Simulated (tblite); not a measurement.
Species: C₆H₁₀O₂ (charge +1 and doublet state).
Z-matrix (Å and degrees, GFN2-xTB geometry), rows numbered from 1:
```
C 
O   1  1.4146
C   2  1.4063  1  115.85
C   3  1.5169  2  116.06  1    92.73
C   4  1.4793  3  114.46  2  -161.47
C   4  1.3453  3  122.92  2    20.68
C   6  1.4374  4  124.52  3    -0.12
O   7  1.1831  6  133.54  4   176.24
H   1  1.0889  2  107.09  3  -175.91
H   1  1.0938  2  112.24  3   -54.76
H   1  1.0949  2  109.53  3    66.15
H   3  1.0999  2  106.12  1  -148.77
H   3  1.0967  2  110.36  1   -31.79
H   5  1.0912  4  109.99  3    68.76
H   5  1.0896  4  110.51  3   -48.56
H   5  1.0855  4  111.90  3  -170.59
H   6  1.0846  4  120.76  3   179.16
H   7  1.1589  6  106.30  4    -4.38
```

Computed values, GFN2-xTB/tblite, gas phase, harmonic and unscaled. The method is semi-empirical: single wavenumbers can be off by several per cent or more. One conformer, not necessarily the lowest. Open shells enter through the occupations alone, without spin polarisation, and single modes of such species can be off by tens of per cent.

Harmonic wavenumbers (cm⁻¹): 69.0, 88.2, 93.4, 153.1, 177.7, 227.4, 322.4, 366.2, 404.5, 421.7, 451.2, 502.6, 567.8, 738.2, 843.8, 895.6, 904.4, 942.6, 988.4, 1010.1, 1061.7, 1091.6, 1105.4, 1131.6, 1148.0, 1222.7, 1231.9, 1247.1, 1289.7, 1368.7, 1390.2, 1393.3, 1422.6, 1423.3, 1430.2, 1440.2, 1596.0, 1836.5, 2211.6, 2903.6, 2932.3, 2950.0, 2966.3, 2995.3, 3023.4, 3025.5, 3040.1, 3076.1.

A = 2124, B = 1805, C = 1071 MHz; mass 114.068 u (most abundant isotopes); point group C1, symmetry number 1; spin multiplicity 2.

Question: What is the zero-point energy?

Answer: ½Σν̃ = 31562 cm⁻¹ = 377.56 kJ/mol.

Question: What is S at 273.15 K and 1 bar for an ideal gas of classical rigid rotors and harmonic oscillators?

Answer: Translation 166.11, rotation 119.20, vibration 99.63, spin (R ln 2) 5.76: S = 390.7 J/(mol K).

Question: And Cp and H(273.15 K) − H(0)?

Answer: Cp = 139.28 J/(mol K), of which vibrations give 106.02 (their classical limit is 48 R = 399.1); H(273.15 K) − H(0) = 23.83 kJ/mol without the zero-point energy, 14.75 from vibrations.

Question: Blend soft modes into free rotors: weight 1/[1 + (100 cm⁻¹/ν̃)⁴] for the oscillator and the rest for a rotor with moment μB/(μ + B), μ = h/(8π²ν), B = 10⁻⁴⁴ kg m². What vibrational entropy results?

Answer: 93.63 J/(mol K) in place of 99.63, which changes −T·S at 273.15 K by +1.64 kJ/mol.

Question: Which modes carry the vibrational entropy at 273.15 K?

Answer: 69.0 cm⁻¹: 16.78; 88.2 cm⁻¹: 14.76; 93.4 cm⁻¹: 14.30; 153.1 cm⁻¹: 10.32; 177.7 cm⁻¹: 9.16; 227.4 cm⁻¹: 7.29 J/(mol K); the other 42 give 27.01 together.

Hindered rotation and anharmonicity are outside this model. Other conformers, if any are populated, would add a mixing term that is left out. The structure is chiral; the term R ln 2 for an equal mix with its mirror image is left out.

Hardware: one thread of an Arm Neoverse V2, no GPU, shared host with 32 logical CPUs at a one-minute load of 12. Cost: 0.45 s wall. This covers the Hessian and the dipole derivatives.
